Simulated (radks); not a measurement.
Hf, 72 electrons, occupied as [Xe] 4f14 5d2 6s2.

Calculated with a radial shooting solver on a logarithmic mesh with Libxc functionals: scalar-relativistic Kohn-Sham, BLYP, spin-polarised, spherical densities, point nucleus; open shells are filled with parallel spins first (spin-orbit coupling, left out, can overturn this in heavy ions).

Energy parts (Ry):
total: -30158.3048
kinetic: 33050.0351
electron-nucleus: -74404.2438
Hartree: 11812.9022
exchange-correlation: -616.9984

Orbitals (lengths in bohr, moments of r in powers of bohr; <r^-3> diverges for s and p1/2):
orbital  occ.  eigenvalue (Ry)  <r^-3>      <r^2>
1s down     1        -4799.096       -  0.0004948
1s up       1        -4799.095       -  0.0004948
2s up       1        -820.7176       -   0.007639
2s down     1        -820.7136       -   0.007639
2p up       3        -720.6128   17790   0.006283
2p down     3        -720.6097   17790   0.006283
3s up       1        -186.9651       -    0.04976
3s down     1        -186.9647       -    0.04976
3p up       3        -157.0671    3924    0.05041
3p down     3        -157.0665    3924    0.05041
3d up       5        -121.6930   510.1    0.04187
3d down     5        -121.6909   510.1    0.04187
4s up       1        -37.62985       -     0.2475
4s down     1        -37.62727       -     0.2475
4p up       3        -27.82241   900.5     0.2818
4p down     3        -27.82004   900.5     0.2818
4d up       5        -15.15573   99.25     0.3325
4d down     5        -15.15268   99.25     0.3323
5s up       1         -4.91824       -      1.454
5s down     1         -4.87729       -      1.445
5p up       3         -2.61503   117.8      2.065
5p down     3         -2.55872   119.4      2.049
4f up       7         -1.21131   15.51     0.6008
4f down     7         -1.20073   15.58     0.5924
6s up       1         -0.38281       -      13.24
6s down     1         -0.33699       -      14.25
5d up       2         -0.21110   4.261      7.650
5d down     0         -0.14755   4.035      8.806

The highest occupied level is 5d up at -2.872 eV. Summed over all electrons, <r^2> = 72.77 bohr^2, which gives a Langevin (diamagnetic) susceptibility term of -57.6 x 10^-6 cm^3/mol. For comparison, the ionisation energy in NIST's Atomic Spectra Database is 6.825 eV (measured). In exact Kohn-Sham theory the highest level is minus the ionisation energy, but local and semilocal functionals leave it too shallow, through self-interaction and a potential that decays too fast; potentials with the right tail come closer. The density falls to 0.001 e/bohr^3 at r = 4.98 bohr. Spin moment in Bohr magnetons: 2.
